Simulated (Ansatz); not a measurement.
System: BHF, charge 0, doublet. BHF (SMILES [BH]F, doublet).
B3LYP-D3(BJ)/def2-TZVP minimum from Ansatz (a program for electronic structure):
```
B
F 1 1.3046
H 1 1.2028 2 121.00
```
Charge 0, spin multiplicity 2.

Total energies in cc-pVQZ, 11 correlated electrons, 2 frozen orbitals. UHF or UKS for unpaired electrons; spin-orbit terms are left out. Correlated methods leave the cores frozen. No relativity.

| method | program | energy (Eh) | minus CCSDT(Q) (mEh) |
|---|---|---|---|
| HF | Ansatz | -124.74296 | 376.49 |
| MP2 | Ansatz | -125.09942 | 20.02 |
| CCSD | Ansatz | -125.10718 | 12.26 |
| CCSD(T) | Ansatz | -125.11876 | 0.68 |
| CCSDT(Q) | Ansatz | -125.11945 | 0.00 |

Rough core times of Ansatz's runs on a shared machine: CCSD(T) 50 s, CCSDT(Q) 2 h.
